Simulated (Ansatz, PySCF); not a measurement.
4H-1,3,5-dioxazine (C3H5NO2), SMILES C1=NCOCO1. Atoms are numbered in the order given.

```xyz
11

C      1.3224    -0.1050     0.2098
N      0.8998     1.0764     0.0504
C     -0.4963     1.2553    -0.2507
O     -1.1612     0.0525    -0.6083
C     -0.8188    -0.9656     0.2622
O      0.5777    -1.2335     0.2173
H      2.3868    -0.3225     0.3685
H     -0.5972     1.9249    -1.1173
H     -0.9960     1.7310     0.6165
H     -1.3327    -1.8847    -0.0465
H     -1.0810    -0.7083     1.3095
```

The structure is a stationary point at ωB97X-D3(BJ)/def2-SVP. The values are those of a single conformer.

Two levels are set side by side: PBE-D3(BJ)/def2-SVP (Ansatz, a quantum-chemistry and plane-wave program) and ωB97X-D3(BJ)/def2-SVP (PySCF). Each level has its own optimised geometry; the coordinates shown are those of the second. Frequencies come from the Hessian of PySCF at each geometry. Differences are taken from unrounded values.

```csv
quantity,ωB97X-D3(BJ)
mean bond length (Å),1.254
bond C1–N2 (Å),1.265
bond C1–O6 (Å),1.352
bond N2–C3 (Å),1.439
bond C3–O4 (Å),1.420
bond O4–C5 (Å),1.383
bond C5–O6 (Å),1.423
bond C1–H7 (Å),1.098
bond C3–H8 (Å),1.100
bond C3–H9 (Å),1.108
bond C5–H10 (Å),1.097
bond C5–H11 (Å),1.110
highest harmonic wavenumber (cm⁻¹),3204
mean harmonic wavenumber (cm⁻¹),1447
zero-point energy (kcal/mol),55.87
```

Problem. What does PBE-D3(BJ) give, and how far is it from ωB97X-D3(BJ)? (Estimate from the structure and the level; the computed values follow.)

Solution. 
```json
[
 {"quantity": "mean bond length (Å)", "PBE-D3(BJ)": "1.264", "PBE-D3(BJ) minus ωB97X-D3(BJ)": "0.010"},
 {"quantity": "bond C1–N2 (Å)", "PBE-D3(BJ)": "1.278", "PBE-D3(BJ) minus ωB97X-D3(BJ)": "0.013"},
 {"quantity": "bond C1–O6 (Å)", "PBE-D3(BJ)": "1.360", "PBE-D3(BJ) minus ωB97X-D3(BJ)": "0.008"},
 {"quantity": "bond N2–C3 (Å)", "PBE-D3(BJ)": "1.436", "PBE-D3(BJ) minus ωB97X-D3(BJ)": "-0.004"},
 {"quantity": "bond C3–O4 (Å)", "PBE-D3(BJ)": "1.437", "PBE-D3(BJ) minus ωB97X-D3(BJ)": "0.017"},
 {"quantity": "bond O4–C5 (Å)", "PBE-D3(BJ)": "1.388", "PBE-D3(BJ) minus ωB97X-D3(BJ)": "0.005"},
 {"quantity": "bond C5–O6 (Å)", "PBE-D3(BJ)": "1.441", "PBE-D3(BJ) minus ωB97X-D3(BJ)": "0.018"},
 {"quantity": "bond C1–H7 (Å)", "PBE-D3(BJ)": "1.106", "PBE-D3(BJ) minus ωB97X-D3(BJ)": "0.008"},
 {"quantity": "bond C3–H8 (Å)", "PBE-D3(BJ)": "1.110", "PBE-D3(BJ) minus ωB97X-D3(BJ)": "0.010"},
 {"quantity": "bond C3–H9 (Å)", "PBE-D3(BJ)": "1.119", "PBE-D3(BJ) minus ωB97X-D3(BJ)": "0.010"},
 {"quantity": "bond C5–H10 (Å)", "PBE-D3(BJ)": "1.106", "PBE-D3(BJ) minus ωB97X-D3(BJ)": "0.009"},
 {"quantity": "bond C5–H11 (Å)", "PBE-D3(BJ)": "1.119", "PBE-D3(BJ) minus ωB97X-D3(BJ)": "0.010"},
 {"quantity": "highest harmonic wavenumber (cm⁻¹)", "PBE-D3(BJ)": "3090", "PBE-D3(BJ) minus ωB97X-D3(BJ)": "-114"},
 {"quantity": "mean harmonic wavenumber (cm⁻¹)", "PBE-D3(BJ)": "1376", "PBE-D3(BJ) minus ωB97X-D3(BJ)": "-71"},
 {"quantity": "zero-point energy (kcal/mol)", "PBE-D3(BJ)": "53.13", "PBE-D3(BJ) minus ωB97X-D3(BJ)": "-2.75"}
]
```

GGA bonds tend to be longer and softer than those of functionals with exact exchange. Differences between two approximate levels are no errors against the true value.
